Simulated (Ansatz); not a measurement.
Al$_{2}$GeH$_{5}$N, 9 atoms. The species carries charge 0 and has multiplicity 1. Correlated methods include outer-core shells of Ge, which these sets cover unevenly. Scalar relativity is left out up to krypton. The bonds changed during the relaxation, so this is another structure than the one it started from. All runs use 4 threads of an Intel Xeon Platinum 8259CL on a shared host. Correlated methods freeze the cores.

(1) How many basis functions does each run have, and how long does it take in Ansatz? RKS PBE0-D4/def2-QZVPP energy; RKS PBE0-D4/def2-TZVP relaxation (9 steps); RKS r2SCANh-D4/def2-TZVPP energy; RHF-CCSD(T)/def2-SVP energy; RKS PBE0-D4/def2-SVP energy; RHF-CCSD(T)/def2-TZVPP energy; RKS ωB97M-V/def2-QZVPP energy; RKS ωB97M-V/def2-SVP energy; RKS ωB97X-V/def2-TZVPP energy; RHF-MP2/def2-QZVPP energy; RKS ωB97M-V/def2-TZVPP energy and forces; direct RPA on PBE orbitals/def2-TZVPP energy. (An estimate is asked.)

Answers

(1) Ansatz gave: Other jobs shared the machine, so times are rough.

```
                                level                   job  functions  wall time  peak host memory (GiB)
                 RKS PBE0-D4/def2-SVP                energy        107      1.4 s                    0.45
                 RHF-CCSD(T)/def2-SVP                energy        107      3.5 s                    0.45
direct RPA on PBE orbitals/def2-TZVPP                energy        233        4 s                    0.54
            RKS r2SCANh-D4/def2-TZVPP                energy        233      4.8 s                    0.69
                 RKS ωB97M-V/def2-SVP                energy        107        5 s                    0.45
               RKS ωB97X-V/def2-TZVPP                energy        233      7.5 s                    0.82
               RKS PBE0-D4/def2-QZVPP                energy        436      9.5 s                     1.9
               RKS ωB97M-V/def2-TZVPP     energy and forces        233       11 s                    0.92
               RKS ωB97M-V/def2-QZVPP                energy        436       21 s                     2.2
                   RHF-MP2/def2-QZVPP                energy        436       22 s                     2.5
                RKS PBE0-D4/def2-TZVP  relaxation (9 steps)        183       31 s                    0.56
               RHF-CCSD(T)/def2-TZVPP                energy        233       58 s                     3.8
```
